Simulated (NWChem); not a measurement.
# CH₆GaNO; SMILES C[O][GaH][NH2]

```xyz
10

Ga    -0.6159     0.4288     0.0701
H     -1.9642     1.1847     0.2577
O     -0.6281    -1.3709     0.2194
C      0.5567    -2.1332     0.0988
H      1.3021    -1.8766     0.8675
H      0.3008    -3.1928     0.2231
H      1.0326    -2.0200    -0.8883
N      1.0050     1.2328    -0.2035
H      1.0741     2.2118    -0.4495
H      1.8346     0.7181    -0.4681
```
Atoms are numbered in this order, from 1.

All runs use the structure optimised with B3LYP/6-31G* (spherical d).

Q: Give the principal values of the shielding tensors (ppm) of Ga1, O3, C4, N8 from BHandHLYP/pcSseg-1, GIAO (NWChem), with their diamagnetic and paramagnetic parts as GIAO splits them.

A: 
```json
[
 {"atom": "Ga1", "σ11": "1328.2", "σ22": "1445.5", "σ33": "1617.6", "isotropic": "1463.7", "diamagnetic": "2640.4", "paramagnetic": "-1176.7"},
 {"atom": "O3", "σ11": "167.1", "σ22": "336.7", "σ33": "367.7", "isotropic": "290.5", "diamagnetic": "399.1", "paramagnetic": "-108.6"},
 {"atom": "C4", "σ11": "102.3", "σ22": "103.4", "σ33": "182.5", "isotropic": "129.4", "diamagnetic": "244.5", "paramagnetic": "-115.1"},
 {"atom": "N8", "σ11": "184.0", "σ22": "239.6", "σ33": "269.3", "isotropic": "231.0", "diamagnetic": "319.6", "paramagnetic": "-88.7"}
]
```
